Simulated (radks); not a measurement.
P II, 14 electrons, occupied as [Ne] 3s2 4p2 (not the ground configuration). Method: scalar-relativistic Kohn-Sham, PBE, spin-polarised, spherical densities, finite nucleus; open shells are filled with parallel spins first; Fermi nuclear charge, rms radius 3.1889 fm; computed with a radial shooting solver on a logarithmic mesh with Libxc functionals.

Normalised radial functions P(r) = r R(r), r in bohr:

```
   r/bohr * 2s down, o 2p down (the largest magnitude, 1.45, reaches the edge; | marks zero, & curves that meet)
  0.01268                             o     *
  0.01665                             |o     *
  0.02168                             |o       *
  0.02845                             |o        *
  0.03705                             | o         *
  0.04863                             |  o         *
  0.06332                             |    o      *
  0.08312                             |       o *
   0.1082                             |     *    o
   0.1409                             *              o
    0.185                     *       |                  o
   0.2409            *                |                      o
   0.3162     *                       |                         o
   0.4117  *                          |                        o
   0.5404    *                        |                     o
   0.7036           *                 |               o
   0.9236                   *         |         o
    1.203                        *    |    o
    1.579                            *| o
    2.055                             &
    2.698                             &
    3.513                             &
    4.574                             &
    6.004                             &
    7.819                             &
    10.26                             &
    13.36                             &
```

2s down: eigenvalue -198.78 eV, 1 radial node at r = 0.141 bohr, <r> = 0.519 bohr, 90 % of the charge inside 0.815 bohr. 2p down: eigenvalue -149.37 eV, 0 radial nodes, <r> = 0.484 bohr, 90 % of the charge inside 0.808 bohr.
